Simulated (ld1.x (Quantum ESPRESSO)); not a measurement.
# krypton, TM: configuration errors across variants

```
Element                 : krypton (Kr)
Generator               : ld1.x (Quantum ESPRESSO) 7.5
Type                    : norm-conserving Troullier–Martins (Kleinman–Bylander form)
Functional              : PW91
Relativity              : scalar-relativistic
Frozen core             : [Ar] 3d10
Valence charge          : 8
Reference configuration : 4s2 4p3 (charge +3)
Partial waves           : 4s (bound): rc 1.40 bohr; 4p (bound): rc 1.55 bohr
Local potential         : all-electron potential smoothed inside 1.40 bohr (lloc = -2)
Core correction         : none
```

All-electron excitation energies from the reference (eV): (1) 4s2 4p6 -76.747; (2) 4s2 4p5 -62.401; (3) 4s2 4p4 -37.158; (4) 4s2 4p2 49.916; (5) 4s1 4p6 -47.872; (6) 4s2 4p5.5 -70.864.

2 further variants failed, have other tests or another functional or relativity, and are left out.

A true bound ghost makes a file unfit for plane-wave use even where its test errors are small: the radial tests pick states by their node count and pass the ghost by.

Errors AE − PS in meV (a dash: test not solved or not reliable):

| change | (1) | (2) | (3) | (4) | (5) | (6) | bound ghosts |
| --- | --- | --- | --- | --- | --- | --- | --- |
| base | +62 | +39 | +15 | +4.7 | +25 | +51 | none |
| local potential all-electron potential smoothed inside 1.54 bohr (lloc = -2) | +53 | +34 | +14 | +2.7 | +22 | +44 | none |
| wave 4s (bound): rc 1.40 bohr becomes 4s (bound): rc 1.28 bohr | +62 | +39 | +15 | +4.8 | +26 | +51 | none |
| wave 4p (bound): rc 1.55 bohr becomes 4p (bound): rc 1.56 bohr | +62 | +39 | +15 | +4.7 | +25 | +51 | none |
| local potential the s channel | -83 | -36 | -4.5 | -12 | -37 | -59 | p |

Q: Give the same row for: all radii scaled by about 0.85 (s 1.20, p 1.32 bohr); local potential all-electron potential smoothed inside 1.20 bohr (lloc = -2).

A: +75, +46, +17, +7.3, +30, +60; bound ghosts: none.
